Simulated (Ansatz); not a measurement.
```yaml
crystal:
  periodic: [false, false, false]
  atoms:
    - {symbol: N, position_ang: [-1.508380, 0.972403, 0.032646]}
    - {symbol: C, position_ang: [-0.291732, 1.309921, 0.184284]}
    - {symbol: Ga, position_ang: [1.046342, -0.153776, 0.061160]}
    - {symbol: N, position_ang: [0.276205, -1.755205, -0.257098]}
    - {symbol: H, position_ang: [-2.140096, 1.775029, 0.108417]}
    - {symbol: H, position_ang: [-0.009227, 2.357709, 0.372718]}
    - {symbol: H, position_ang: [2.596172, -0.036509, 0.207160]}
    - {symbol: H, position_ang: [-0.722762, -1.836367, -0.351830]}
    - {symbol: H, position_ang: [0.753468, -2.633204, -0.357437]}
basis:
  gaussian: {orbitals: def2-TZVPD, final_grid: {core_spheres: 20, valence_spheres: 16, degree: 47}}
magnetization: {spin_polarized: true, initial_magnetization: 1}
hamiltonian: {xc: {name: BHLYP}, dispersion: d4, pseudopotentials: {relativity: none}}
scf: {lower_state_search: full}
output: {forces: true}
```

```sh
$ ansatz run in.yaml --threads 2 --pin off --events-out ev --progress --plain --max-ram 32768MiB --backend cpu
```

Question: How does Ansatz answer? (Estimate.)

Answer: Ansatz gave: The program refused the input.
```
Error: a molecule whose nuclei and cores have a total charge of 56 cannot have a net charge of 0 together with 1 unpaired electrons
```
